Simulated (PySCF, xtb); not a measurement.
C4H6BF, SMILES C#CB(F)CC. Other conformers were not sampled.

Harmonic wavenumbers (cm⁻¹) from GFN2-xTB (xtb) at its own minimum, in rising order: 39, 103, 176, 219, 225, 378, 433, 476, 645, 678, 683, 744, 971, 997, 1088, 1140, 1225, 1236, 1318, 1419, 1455, 1506, 1509, 2207, 2938, 2963, 3026, 3037, 3044, 3362.

Task: What does PBE0-D3(BJ)/def2-SVP (PySCF 2.14.0) give at its own minimum? (The exact figures need the calculation; the answer reports its results.)

Result: 28, 121, 195, 233, 249, 404, 463, 536, 643, 710, 752, 784, 964, 981, 1087, 1146, 1244, 1280, 1391, 1393, 1415, 1473, 1476, 2191, 3034, 3058, 3075, 3150, 3151, 3476. Paired by order, the mean absolute difference is 41 cm⁻¹ and the zero-point energies are 56.1 and 57.3 kcal/mol.
